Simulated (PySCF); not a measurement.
## Ionisation of trimethylborane

System: trimethylborane, `CB(C)C` (C3H9B). Optimised structure (Å), atoms numbered from 1:
```
C    -0.3262    1.5186    0.2828
B    -0.0065   -0.0131    0.1176
C     1.4840   -0.5092    0.2167
C    -1.1690   -1.0233   -0.2048
H     0.5179    2.1910    0.0664
H    -0.5597    1.6500    1.3585
H    -1.2215    1.8542   -0.2631
H     1.9144   -0.3618   -0.7937
H     1.6092   -1.5739    0.4635
H     2.1039    0.1036    0.8901
H    -1.1850   -1.1076   -1.3099
H    -1.0062   -2.0427    0.1766
H    -2.1700   -0.6704    0.0868
```

Computed at ωB97X-D3(BJ)/ma-def2-TZVP // PBE0-D3(BJ)/def2-SVP with PySCF (density fitting, grid level 2). ωB97X-D3(BJ) is ωB97X-V with D3(BJ) in place of VV10. Zero-point and thermal terms (298.15 K, 1 bar) come from unscaled PBE0-D3(BJ)/def2-SVP harmonic frequencies, with soft modes damped to free rotors in the entropy.

Frontier levels of the parent: HOMO -11.01 eV, LUMO 0.69 eV.

Oxidation to the radical cation:
- Vertical ionisation energy (electronic): 10.90 eV
- Adiabatic ionisation energy (with zero-point energy): 9.86 eV
- Adiabatic, electronic part: 9.95 eV
- Vertical gap at the product's structure: 8.79 eV
- Inner reorganisation energy (four-point): 2106 meV
- Relaxation of product / of parent: 947 / 1159 meV
- ⟨S²⟩ of the product: 0.754
- Largest spin populations: C3 0.36, C1 0.36, B2 0.17
- Largest changes of atomic charge: C3 0.13, C1 0.13, B2 0.11, H (on C3) 0.10
- Distances that move most (Å): B2–C4 1.573 → 1.518; B2–C3 1.574 → 1.620; C1–B2 1.573 → 1.619; C3–H 1.100 → 1.109

Adiabatic ionisation energy: the gap is larger than usual, and may come from another state, site, conformer or species, from an onset or band maximum that doesn't mark the energy named, from the functional or basis, or from an outlying measurement.

Measured values (NIST Chemistry WebBook, evaluated or the median of agreeing entries): vertical ionisation energy 10.69 eV (computed 10.90, difference 0.21); adiabatic ionisation energy 10.40 eV (computed 9.86, difference -0.54).
